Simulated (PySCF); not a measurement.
SrF2, SMILES [F][Sr][F]. The structure is a stationary point at PBE-D3(BJ)/def2-TZVP. The isomer is the one that the SMILES or the coordinates give; other isomers of the formula were not compared. The def2 effective core potentials stand for the cores of Sr; spin–orbit coupling is left out.

Level of theory: PySCF with PBE-D3(BJ)/def2-TZVP.

Harmonic wavenumbers (cm⁻¹): 92, 469, 469. Rotational constants (GHz): 20.17, 3.701, 3.127; symmetry number 2.

Task: Work out the zero-point energy and the ideal-gas rigid-rotor harmonic-oscillator thermochemistry at 298.15 K and 1 atm.

Result: ZPE = ½ Σ hcν = ½ × 1030 cm⁻¹ = 6.16 kJ/mol. H − E(el) = 19.35 kJ/mol. Entropy in J/(mol K): translation 169.02, rotation 97.73, vibration 21.33, total 288.09. G − E(el) = -66.55 kJ/mol. Cp = 52.48 J/(mol K). Modes under 150 cm⁻¹ make the vibrational entropy uncertain.
